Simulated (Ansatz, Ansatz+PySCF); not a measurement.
```
atom    x (Å)    y (Å)    z (Å)
  Mg  -1.0119  -1.0119  -1.0119
   O  -1.1005  -1.1005   1.1005
   O  -1.1005   1.1005  -1.1005
  Mg  -1.0119   1.0119   1.0119
   O   1.1005  -1.1005  -1.1005
  Mg   1.0119  -1.0119   1.0119
  Mg   1.0119   1.0119  -1.0119
   O   1.1005   1.1005   1.1005
```

RHF-MP2 on singlet Mg₄O₄ was run in several spherical basis sets with Ansatz (development build ahead of 0.2.0). Frozen core: 8 orbitals. Caution for RHF-MP2: no unrestricted run beside it, a lower state can exist.

(1) Rank the basis sets by the total energy that they give, lowest first, with the distance from the lowest.
A. cc-pVDZ
B. def2-SVP
C. 6-31G(d)

Results:

(1) A (0.00 eV), C (2.42 eV), B (15.21 eV).

Totals follow the description of the cores as much as that of the bonds, so this order isn't one of quality for chemistry.
